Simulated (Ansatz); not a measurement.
Consider the substitution at a C–C bond: `CCCCCC(C)C` + `[NH2][Cd][OH]` → `CC(C)[O][Cd][NH2]` + `CCCCC`.

Computed with Ansatz on PBE0-D4/def2-TZVP structures; ΔE is electronic, products minus reactants. CCSD(T)/CBS adds triple-zeta CCSD(T) − MP2 to the extrapolated MP2 energy (def2 sets, frozen cores). Functionals use def2-TZVPP. def2 core potentials past Kr. For Cd outer-core shells are correlated without core-valence functions, which leaves a few kJ/mol of doubt a bond. Each species was taken in one conformer, which may not be the lowest.

`CCCCCC(C)C`:

```xyz
26

C     2.032   -1.855    2.576
C     2.012   -0.588    1.738
C     0.987   -0.631    0.617
C     0.959    0.640   -0.216
C     0.017    0.589   -1.412
C    -1.456    0.341   -1.097
C    -2.028    1.393   -0.158
C    -2.263    0.277   -2.386
H     2.268   -2.729    1.962
H     2.775   -1.799    3.374
H     1.058   -2.034    3.040
H     3.006   -0.412    1.311
H     1.804    0.276    2.381
H     1.198   -1.489   -0.035
H    -0.003   -0.819    1.049
H     0.701    1.489    0.428
H     1.972    0.845   -0.581
H     0.095    1.533   -1.968
H     0.361   -0.194   -2.100
H    -1.541   -0.636   -0.603
H    -1.524    1.398    0.811
H    -1.927    2.394   -0.591
H    -3.092    1.218    0.025
H    -3.314    0.053   -2.188
H    -2.220    1.234   -2.916
H    -1.876   -0.493   -3.059
```

`[NH2][Cd][OH]`:

```xyz
6

N     0.509   -0.650   -1.391
Cd    0.106    0.094    0.422
O    -0.032    0.746    2.269
H     0.435    0.056   -2.115
H    -0.134   -1.389   -1.648
H    -0.884    1.143    2.462
```

`CC(C)[O][Cd][NH2]`:

```xyz
15

C     0.233    1.489    1.006
C     1.150    0.380    0.518
C     1.439    0.516   -0.968
O     0.652   -0.888    0.838
Cd   -1.065   -1.501    0.086
N    -2.811   -2.118   -0.680
H     0.024    1.366    2.070
H    -0.721    1.459    0.462
H     0.669    2.479    0.848
H     2.107    0.473    1.056
H     2.087   -0.296   -1.304
H     1.924    1.468   -1.204
H     0.504    0.471   -1.542
H    -3.487   -2.333    0.044
H    -2.705   -2.964   -1.230
```

`CCCCC`:

Cartesian coordinates in Å:
```
C -1.297 1.928 0.666
C -0.516 0.626 0.719
C -0.411 -0.051 -0.639
C 0.304 -1.396 -0.622
C 1.774 -1.311 -0.244
H -1.366 2.398 1.650
H -2.316 1.762 0.305
H -0.823 2.644 -0.011
H 0.485 0.821 1.117
H -0.995 -0.063 1.425
H -1.422 -0.189 -1.040
H 0.101 0.622 -1.339
H 0.215 -1.855 -1.612
H -0.214 -2.069 0.072
H 1.913 -0.942 0.775
H 2.312 -0.635 -0.916
H 2.256 -2.290 -0.305
```

(1) Is it downhill or uphill in electronic energy at CCSD(T)/CBS, and by how much? (Best estimate.)

(2) What do these levels give: r2SCANh-D4, ωB97X-V, ωB97M-V, PBE, HF/def2-SVP, HF/CBS(def2)? (An estimate is asked.)

Largest T1 diagnostic among the species: 0.016.

Answers

(1) Ansatz gave: Uphill: ΔE = +36.6 kJ/mol.

(2) Computed: r2SCANh-D4 26.2, ωB97X-V 28.6, ωB97M-V 30.6, PBE 23.8, HF/def2-SVP 5.3, HF/CBS(def2) 21.7 kJ/mol.

From r2SCAN to r2SCAN0 (25 % exact exchange), in def2-TZVPP and without D4, ΔE moves by +3.9 kJ/mol. At CCSD(T), def2-SVP lies −24.2 kJ/mol from the extrapolated value and def2-TZVPP −5.7 kJ/mol. Leaving LDA and LC-ωPBE aside and taking each functional with its dispersion term where it has one, the values, not all of them listed here, spread over 12.1 kJ/mol, from BLYP-D4 to PBE-QIDH. LDA lies +3.9 kJ/mol from PBE without D4.
